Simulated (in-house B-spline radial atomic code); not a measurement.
Ionising O7+ with different functionals

Computed with a B-spline radial code for spherical atoms: non-relativistic Hamiltonian, point nucleus, spin-polarised at highest spin, spherical fractional occupations for the functionals. The ionisation energy is the difference of two self-consistent energies, 1s1 → bare nucleus, without Breit or QED terms; ε is the level of the shell that loses the electron (its least bound occupied spin orbital).

| method | rung | ΔSCF (eV) | -ε(1s) (eV) |
| --- | --- | --- | --- |
| LDA VWN5 | LDA | 862.40 | 814.27 |
| OLYP | GGA | 870.36 | 820.37 |
| TPSS | meta-GGA | ? | ? |
| PBE0 | global hybrid | 869.87 | 832.74 |
| BHandHLYP | global hybrid | ? | ? |
| r2SCAN0 | global hybrid | 870.77 | 837.02 |
| B97-1 | global hybrid | 870.50 | 830.78 |
| wB97X | range-separated hybrid | 872.23 | 832.43 |

Problem. What does BHandHLYP give?

Solution. ΔSCF 870.47 eV, and -ε(1s) = 845.50 eV.

Problem. What does TPSS give?

Solution. ΔSCF 870.77 eV, and -ε(1s) = 823.82 eV.

Problem. Among the functionals, which spreads more, the ΔSCF values or the orbital energies?

Solution. The orbital energies: ΔSCF values span about 9.83 eV and the orbital energies 31.23 eV.

Problem. How do they compare with the NIST value?

Solution. NIST lists 871.410 eV (tabulated theory, ground level to ground level). Errors run from -9.01 to +0.82 eV; TPSS is closest (-0.64 eV), but part of that can be cancellation, since the calculations leave out relativity, Breit-QED terms.
